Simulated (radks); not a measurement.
Question: Neutral ruthenium, configuration [Kr] 4d7 5s1. Calculated with a radial shooting solver on a logarithmic mesh with Libxc functionals: scalar-relativistic Kohn-Sham, BLYP, spin-polarised, spherical densities, point nucleus; open shells are filled with parallel spins first (spin-orbit coupling, left out, can overturn this in heavy ions). Some entries of the table are withheld. Estimate them.

| orbital | occ. | eigenvalue (eV) | <r^2> (bohr^2) | <r> (bohr) |
|---|---|---|---|---|
| 1s up | 1 | -21941.28 | 0.001509 | 0.03344 |
| 1s down | 1 | -21941.27 | 0.001509 | 0.03344 |
| 2s up | 1 | -3154.615 | 0.02501 | 0.1457 |
| 2s down | 1 | -3154.219 | 0.02501 | 0.1457 |
| 2p up | 3 | -2825.555 | 0.01969 | 0.1269 |
| 2p down | 3 | -2825.253 | 0.01968 | 0.1269 |
| 3s up | 1 | -555.0266 | 0.1858 | 0.4028 |
| 3s down | 1 | -554.8048 | 0.1857 | 0.4028 |
| 3p up | 3 | -446.9519 | 0.1890 | 0.4032 |
| 3p down | 3 | -446.7030 | 0.1889 | 0.4031 |
| 3d up | 5 | -273.0027 | 0.1769 | 0.3843 |
| 3d down | 5 | -272.6302 | 0.1767 | 0.3842 |
| 4s up | 1 | (1) | (2) | 1.019 |
| 4s down | 1 | (3) | (4) | 1.017 |
| 4p up | 3 | -46.9641 | 1.463 | 1.129 |
| 4p down | 3 | -45.0254 | 1.458 | 1.127 |
| 4d up | 5 | -5.7658 | 3.564 | 1.689 |
| 5s up | 1 | -4.5966 | 12.62 | 3.305 |
| 4d down | 2 | -3.8789 | 3.931 | 1.753 |
| 5s down | 0 | -3.5776 | 14.51 | 3.526 |

Answer: 
(1) 4s up eigenvalue (eV): -76.8981
(2) 4s up <r^2> (bohr^2): 1.178
(3) 4s down eigenvalue (eV): -75.0656
(4) 4s down <r^2> (bohr^2): 1.172
